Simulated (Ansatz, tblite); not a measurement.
Removing and adding an electron: SnCl3(pyrrolidide) (C4H8Cl3NSn). Total charge 0; singlet. Geometry: PBE-D4/def2-SVP. Ansatz, gas phase; energy differences of separate SCF runs; the oxidised species was run as a doublet alone; the reduced species was run as a doublet alone.

```csv
atom,x (Å),y (Å),z (Å)
Sn1,0.177,-1.265,1.821
Cl2,-0.821,0.513,3.058
Cl3,-1.213,-3.152,2.056
Cl4,2.306,-1.657,2.747
N5,0.436,-0.936,-0.202
C6,1.286,0.226,-0.521
C7,0.352,1.459,-0.566
C8,-1.057,0.862,-0.846
C9,-0.813,-0.665,-0.935
H10,1.727,0.034,-1.527
H11,2.137,0.313,0.186
H12,0.671,2.188,-1.338
H13,0.363,1.987,0.409
H14,-1.750,1.093,-0.012
H15,-1.515,1.259,-1.774
H16,-1.649,-1.291,-0.562
H17,-0.636,-0.969,-1.993
```

In the def2 sets Sn takes a core potential; there is no spin–orbit coupling. The xTB rows come from tblite.

```csv
level,−HOMO (eV),vertical IE (eV),−LUMO (eV),vertical EA (eV),HOMO–LUMO gap (eV),IE − EA (eV),remarks
GFN1-xTB,11.65,14.03,9.51,7.36,2.14,6.68,–
GFN2-xTB,11.09,13.54,9.32,7.16,1.78,6.38,–
PBE-D4/def2-TZVP,6.12,8.79,3.75,1.37,2.37,7.42,HOMO above zero (-1 doublet)
PBE0-D4/def2-TZVP,7.38,8.90,2.92,1.34,4.46,7.57,HOMO above zero (-1 doublet)
```

   A HOMO above zero means that the electron is unbound at that level or that self-interaction error raises the level; the energy of removing that electron tells which. Raw xTB energy differences between charge states are shifted by several eV; the methods need an empirical correction for them. Sets without diffuse functions give affinities that are too small.
